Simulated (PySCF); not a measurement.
**C₆ coefficients of unlike pairs at PBE**

Calculated with PySCF 2.14 from the dipole response of each species, C₆(A,B) = (3/π) ∫ α_A(iu) α_B(iu) du, in atomic units, from isotropic polarisabilities. For ions this is the dispersion term alone; charge-induced terms of lower order in 1/R come first.

```csv
species,configuration,basis,relativity,α (bohr³),C₆ (like pair)
Al,[Ne] 3s2 3p1 (2P),"x2c-TZVPPall with one added diffuse shell each of s, p, d type (6s6p4d1f)",spin-free X2C,65.54,584.9
Cr,[Ar] 3d5 4s1 (7S),aug-cc-pVDZ (7s6p4d2f),none,72.69,592.4
Co⁺,[Ar] 3d8 (3F),def2-QZVPPD (11s6p5d4f2g),none,10.12,35.93
Mo,[Kr] 4d5 5s1 (7S),aug-cc-pwCVDZ-PP with ECP28MDF (6s6p5d3f),core potential,70.91,709.7
```

Q: Estimate C₆ for Mo with Co⁺.

A: The integral gives 147.8. The combination rule 2 C_A C_B / (C_A α_B/α_A + C_B α_A/α_B) gives 144.4 and the geometric mean 159.7.

No spin-orbit coupling is included.

The other pairs:

| pair | C₆ |
| --- | --- |
| Mo, Cr | 643.4 |
| Co⁺, Al | 127.7 |
| Cr, Al | 585.4 |
| Mo, Al | 639.4 |
| Co⁺, Cr | 127.8 |
